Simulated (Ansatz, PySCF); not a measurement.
Pulling on the C2–B1 bond in CH5B (SMILES BC) (multiplicity 1 held, fragments rigid). Energies count from the point at 1.551 Å.
Geometry at that point (charge 0, multiplicity 1):
```xyz
7

B      0.867     0.079     0.011
C     -0.677    -0.067    -0.041
H      1.566    -0.865     0.229
H      1.386     1.149    -0.102
H     -0.995     0.076     1.007
H     -1.037    -1.056    -0.327
H     -1.194     0.702    -0.616
```

Restricted levels (R-, RO-) in cc, def2 and unpolarised 6-31G sets keep to the state of the molecule at rest. Unrestricted levels (U-) break spin symmetry where that is lower. Active spaces are followed from a long bond inwards. Levels need not reach the same state.

Frozen-core correlation. Rows in 6-31G* carry no dispersion term and start afresh at each structure (6-31G* with six Cartesian d functions).

Run with Ansatz (Gaussian basis) for Hartree–Fock, density functionals and correlated methods; PySCF for 6-31G* rows. 

Energies in kcal/mol.

| R (Å) | R-HF/6-31G* | U-HF/cc-pVTZ | U-SCS-MP2/cc-pVTZ | R-CCSD(T)/cc-pVTZ | CASSCF(2,2)/cc-pVTZ | FIC-MRCISD+Q on CASSCF(2,2)/cc-pVTZ |
|---|---|---|---|---|---|---|
| 1.241 | 58.2 | 55.0 | 52.8 | 52.5 | 52.7 | 52.7 |
| 1.396 | 12.2 | 11.2 | 10.6 | 10.4 | 12.8 | 10.5 |
| 1.551 | 0.0 | 0.0 | 0.0 | 0.0 | 0.0 | 0.0 |
| 1.706 | 4.3 | 4.7 | 4.8 | 4.8 | 2.9 | 4.8 |
| 1.861 | 16.5 | 16.9 | 16.6 | 16.5 | 12.9 | 16.4 |
| 2.094 | 40.1 | 40.2 | 38.7 | 38.1 | 32.2 | 37.9 |
| 2.327 | 64.5 | 64.0 | 64.0 | 59.2 | 51.1 | 58.9 |
| 2.715 | 101.4 | 83.7 | 104.0 | 87.4 | 75.6 | 86.6 |
| 3.102 | 132.0 | 89.2 | 115.1 | 104.9 | 90.1 | 103.7 |
| 3.568 | 161.1 | 91.0 | 118.9 | 113.8 | 97.9 | 113.1 |
| 4.188 | 190.0 | 91.4 | 120.0 | 113.8 | 100.9 | 116.9 |
| 4.964 | 212.1 | 91.4 | 120.2 | 109.4 | 101.4 | 117.7 |

Doubts at one or more of the structures used: a restricted determinant that unrestricted orbitals would lower (R-HF/6-31G*, R-CCSD(T)/cc-pVTZ); a spin-contaminated determinant (U-HF/cc-pVTZ, U-SCS-MP2/cc-pVTZ); other coupled-cluster roots lie near (R-CCSD(T)/cc-pVTZ).

Ansatz is a quantum-chemistry and plane-wave program.
